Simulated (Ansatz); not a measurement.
Na₆Cd⁺, relaxed as a doublet with UKS PBE/def2-SVP in Ansatz, starting from the GFN1-xTB geometry. Force threshold 0.02 eV/Å.

In the def2 sets Cd takes a core potential; there is no spin–orbit coupling. The relaxation made no stability test and no search for a lower SCF solution. Another isomer (doublet) lies 0.12 eV lower at PBE0/def2-TZVP; other spin states weren't run for this one.

Start:

Cartesian coordinates in Å:
```
Cd 1.570 -0.512 2.031
Na 0.377 2.299 1.386
Na -0.960 -2.968 -1.516
Na 1.254 -0.427 -1.185
Na 0.914 2.908 -1.678
Na -1.254 -1.960 1.491
Na -1.901 0.660 -0.529
```

Task: Estimate the energy that the relaxation releases and the steps that it takes.

Result: 5.5 kcal/mol, in 16 steps; 59 s on 4 threads of Arm Neoverse V1 on a shared host. The force fell under the threshold at step 11, but the optimiser went on and released 0.007 eV more. No frequencies were taken in this run, so the end may be a saddle point.

Task: Does the start keep its bonding?

Result: Bonds formed: Cd1–Na3, Cd1–Na7 (atoms count from 1). Metal–metal contacts that move far: Na2–Na7 3.40 to 3.91 Å.

Task: Predict the relaxed structure.

Result: 
```xyz
7

Cd    0.9008   -0.9337    1.3711
Na    1.1827    2.1188    1.5482
Na   -0.5669   -2.8530   -1.0254
Na    1.9959   -0.0080   -1.4295
Na    0.3020    3.1133   -1.7944
Na   -2.2305   -1.8431    1.9474
Na   -1.5841    0.4057   -0.6174
```
Bond lengths (bridged metal pairs left out): 10 × Na–Na 3.44 to 3.91 Å; 5 × Cd–Na 3.07 to 3.45 Å.
